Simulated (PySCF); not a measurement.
Values are calculated unless marked as measured or tabulated.
**CH7Al3N3**

CH7Al3N3 is a small molecule (built as: end group CH2), neutral, doublet. The structure, one conformer, was relaxed in the gas phase by PBE0-D3(BJ)/def2-SVP. No frequency run checks that it is a minimum.

SMILES: [CH2][Al]1[NH][AlH][NH][AlH][NH]1

```csv
atom,x (Å),y (Å),z (Å)
N1,-0.117,0.969,1.171
Al2,-1.747,1.294,0.504
N3,-2.158,0.371,-0.979
Al4,-1.067,-0.793,-1.798
N5,0.529,-1.019,-1.014
Al6,1.074,-0.186,0.481
C7,2.791,-0.506,1.299
H8,0.156,1.476,2.011
H9,-2.757,2.319,1.171
H10,-3.074,0.527,-1.393
H11,-1.485,-1.567,-3.119
H12,1.170,-1.678,-1.450
H13,3.542,-1.209,0.912
H14,3.136,-0.012,2.217
```

EPR values by unrestricted B3LYP, IGLO-III on Al C N, pcH-1 on H.

(1) Predict g and the largest hyperfine couplings. Where does the spin sit?

(2) How do the isotropic couplings move with BHandHLYP?

Results:

(1) g = 2.0023, 2.0027, 2.0032. The spin sits on C7 (102 %, bonded to 1 Al + 2 H) by Mulliken populations.
```tsv
atom	isotope	isotropic (MHz)	dipolar, principal values (MHz)
C7	13C	65.4	-70.8, -70.4, 141.2
H13	1H	-53.2	-34.6, -0.4, 35.0
H14	1H	-53.2	-34.6, -0.4, 35.0
Al6	27Al	-49.9	-4.9, -4.0, 9.0
H8	1H	-0.8	-1.8, -1.0, 2.8
H12	1H	-0.8	-1.7, -1.0, 2.8
```

(2) C7 65.4 to 82.5 MHz, H13 -53.2 to -60.6 MHz, H14 -53.2 to -60.5 MHz, Al6 -49.9 to -57.1 MHz.
